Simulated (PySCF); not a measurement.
# Simulated characterisation data

- geometry: GFN2-xTB
- σ from GIAO-PBE0/pcSseg-1
- code: PySCF 2.14
- a single conformation, in vacuum, relativity neglected, equivalent nuclei averaged

References, each an isolated molecule treated in the same way: ¹H and ¹³C against TMS. Splittings of carbon signals by F and P are missing where no couplings were computed. Where no couplings were computed, multiplicities follow the n + 1 count of equivalent neighbours, and m marks all less simple cases (inequivalent or close neighbours, rings, F or P nearby). Shifts are as computed. Against solution values, carbons near 30 ppm lie about +3 ppm off and those near 130 ppm about +5 ppm. Of 1211 compounds with measured shifts, 218 miss one by over three times the rms of a fit or turn the order of signals round; such compounds aren't used in these exercises.

Compound 1 (C$_{4}$H$_{8}$FN$_{2}$PSi). ¹H NMR (500 MHz, computed): δ 8.70 (m, 1H), 5.27 (sept, 1H), 0.55 (d, 6H). ¹³C{¹H} NMR (computed): δ 202.3 (C), 171.3 (CH), -0.8 (CH3). Structure: SMILES C[SiH](C)n1cpc(F)n1.

Compound 2 (C$_{3}$H$_{4}$F$_{3}$NSi). ¹H NMR (500 MHz, computed): δ 4.27 (d, 3H), 2.77 (m, 1H). ¹³C{¹H} NMR (computed): δ 134.7 (C), 118.1 (C), 21.7 (CH). Structure: SMILES C(#N)[C@H]([SiH3])C(F)(F)F.

Compound 3 (C$_{8}$H$_{12}$OSi). ¹H NMR (500 MHz, computed): δ 6.87 (d, 1H), 6.05 (br s, 1H), 6.04 (d, 1H), 5.39 (br s, 1H), 5.25 (m, 1H), 2.41 (m, 1H), 2.31 (m, 1H), 2.19 (m, 1H), 2.11 (m, 1H), 2.08 (m, 1H), 2.03 (m, 1H), 1.97 (m, 1H). ¹³C{¹H} NMR (computed): δ 161.7, 152.1, 124.6, 121.2, 22.1, 22.1, 21.8, 21.6. Structure: `C1([Si@H]2C(=C)C=CO2)CCC1`.
